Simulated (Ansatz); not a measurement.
`NC(=O)[SiH3]` + `BO` → `BO[SiH3]` + `NC=O` at 500 K and 1 bar (ligand exchange at the Si–C bond).

Computed with Ansatz on PBE0-D4/def2-TZVP structures; ΔE is electronic, products minus reactants. CCSD(T)/CBS is the MP2 limit (def2-TZVPP, def2-QZVPP) plus CCSD(T) − MP2 in def2-TZVPP, frozen cores. This one scheme is used for every species. One conformer a species, not always the lowest.

| species | CCSD(T)/CBS energy (Eh) | H − E (kJ/mol) | S (J/(mol·K)) |
| --- | --- | --- | --- |
| `NC(=O)[SiH3]` | -460.00765 | 199.1 | 369.5 |
| `BO` | -101.80414 | 113.6 | 256.0 |
| `BO[SiH3]` | -392.11480 | 167.4 | 338.5 |
| `NC=O` | -169.73435 | 144.8 | 288.7 |

H − E and S are ideal-gas, rigid-rotor, harmonic terms from PBE0-D4/def2-TZVP, for one conformer and one mirror image of each species. 1 Eh = 2625.50 kJ/mol, R = 8.31446 J/(mol·K).

Q: By hand: ΔE, ΔH, ΔS and ΔG.

A: ΔE = (-392.11480) + (-169.73435) − (-460.00765) − (-101.80414) = -0.03736 Eh = -98.1 kJ/mol. Δ(H − E) = 167.4 + 144.8 − 199.1 − 113.6 = -0.5, so ΔH = -98.6 kJ/mol. ΔS = 338.5 + 288.7 − 369.5 − 256.0 = 1.7 J/(mol·K). ΔG = -98.6 − 500 × (1.7)/1000 = -99.4 kJ/mol.

Q: By hand: the equilibrium constant, and the temperature at which ΔG would vanish if ΔH and ΔS stayed fixed.

A: log₁₀ K = −ΔG/(RT ln 10) = 10.4. ΔH and −TΔS have one sign here, so there is no such temperature. One of them is within its doubt of zero, so this could turn.

The number of gas molecules stays the same, so ΔS is small and ΔH decides. A doubt of 5 kJ/mol in ΔE shifts log₁₀ K by 0.5 here. Other conformers and mirror images would add mixing entropy, several J/(mol·K) or more a flexible species. These are equilibria of isolated gas molecules and say nothing of rates. Largest T1 diagnostic: 0.016 (customary marks: 0.02 for closed shells, 0.045 for open ones).
